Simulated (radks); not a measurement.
Q: Valence configurations of Zn IV (all share [Ar]). Method: Dirac Kohn-Sham, PBE, spin-unpolarised, spherical densities, point nucleus; open shells are shared between the two j in proportion to 2j + 1; computed with a radial shooting solver on a logarithmic mesh with Libxc functionals. Order these by energy: 3d9; 3d8.5 4s0.5; 3d7 4p2; 3d7 4s2; 3d6.5 4s1.5 4p1; 3d7.5 4s0.5 4p1; 3d8 4p1; 3d6 4p3; 3d8 4s1; 3d7 4s1 4p1.

A: From the lowest, in eV above it: 3d9 0.000; 3d8.5 4s0.5 8.239; 3d8 4s1 17.889; 3d8 4p1 27.342; 3d7.5 4s0.5 4p1 38.782; 3d7 4s2 41.774; 3d7 4s1 4p1 51.808; 3d7 4p2 61.918; 3d6.5 4s1.5 4p1 66.508; 3d6 4p3 104.41. NIST lists [Ar] 3d9 as the ground configuration; this level of theory agrees among the configurations tried. The energies are those of spherical spin-averaged densities, not of single terms.
